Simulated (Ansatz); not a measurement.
Reaction (SMILES): [Cl][Nb]([Cl])([Cl])[Cl] → [Cl][Nb]([Cl])([Cl])[Cl] as singlet, charge +1 + e-
Geometries: B3LYP-D3(BJ)/def2-TZVP minima from Ansatz (an electronic-structure program). Frequencies are from Ansatz. [Cl][Nb]([Cl])([Cl])[Cl]: The spin state was set by rule; other spins were not relaxed. [Cl][Nb]([Cl])([Cl])[Cl] as singlet, charge +1: The spin state was set by rule; other spins were not relaxed.

Quantity: adiabatic ionisation energy (0 K, with B3LYP-D3(BJ) harmonic zero-point energies), in eV. Valence correlation only, unless marked. Open shells are spin-unrestricted. No spin-orbit coupling. The frozen core is the preceding noble-gas configuration, with the filled d and f shells of earlier blocks. Past Kr the def2 sets carry scalar-relativistic core potentials. STO-3G rows are all-electron and non-relativistic. Basis-set limits of correlation are two-point, X^-3; Hartree-Fock from the larger set. The bracket is a focal-point correction in the basis named.

| level | program | adiabatic ionisation energy (eV) |
|---|---|---|
| BLYP/def2-TZVPD | Ansatz | 7.32 |
| r2SCAN/def2-TZVPD | Ansatz | 7.54 |
| B97M-V/def2-TZVPD | Ansatz | 7.57 |
| B3LYP-D3(BJ)/def2-TZVPD | Ansatz + dftd3 | 7.77 |
| PBE0/STO-3G | Ansatz | 6.26 |
| PBE0/def2-SVP | Ansatz | 7.94 |
| PBE0-D4/def2-TZVPD | Ansatz + dftd4 | 7.77 |

### Question
What does RI-MP2/CBS(def2-TZVPP,def2-QZVPP)+[CCSD(T)-MP2]/def2-TZVPP (Ansatz) give?

### Answer
7.87 eV, so PBE0-D4/def2-TZVPD differs from it by -0.10 eV.
